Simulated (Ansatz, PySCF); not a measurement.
W(NH)(S)(Cl)(OH) (ClH₂NOSW), SMILES [S]=[W](=[NH])([Cl])[OH], multiplicity 1. Atoms are numbered in the order given.

```xyz
7

W     -0.0430    -0.1099     0.0529
N     -0.4864    -1.1310    -1.2929
H     -0.2981    -1.7488    -2.0799
S      2.0831    -0.2254     0.3305
Cl    -0.6286     2.0504    -0.4880
O     -0.9069    -0.7535     1.6048
H     -1.5651    -1.4612     1.6348
```

Geometry optimised at B3LYP-D3(BJ)/def2-SVP. The spin state was assumed, not searched. The structure was generated by enumeration; whether it is a known compound was not checked. The def2 effective core potentials stand for the cores of W; spin–orbit coupling is left out. The values are those of a single conformer.

Two levels are set side by side: PBE-D3(BJ)/def2-SVP (Ansatz, a first-principles code) and B3LYP-D3(BJ)/def2-SVP (Ansatz). Each level has its own optimised geometry; the coordinates shown are those of the second. Frequencies come from the Hessian of PySCF at each geometry. Differences are taken from unrounded values.

```tsv
quantity	B3LYP-D3(BJ)	PBE-D3(BJ)	PBE-D3(BJ) minus B3LYP-D3(BJ)
mean bond length (Å)	1.678	1.684	0.006
bond W1–N2 (Å)	1.747	1.755	0.009
bond W1–S4 (Å)	2.147	2.155	0.007
bond W1–Cl5 (Å)	2.303	2.299	-0.004
bond W1–O6 (Å)	1.889	1.896	0.007
bond N2–H3 (Å)	1.018	1.026	0.008
bond O6–H7 (Å)	0.967	0.975	0.009
highest harmonic wavenumber (cm⁻¹)	3849	3741	-108
mean harmonic wavenumber (cm⁻¹)	883	861	-22
zero-point energy (kcal/mol)	18.94	18.47	-0.47
```

GGA bonds tend to be longer and softer than those of functionals with exact exchange. Differences between two approximate levels are no errors against the true value.
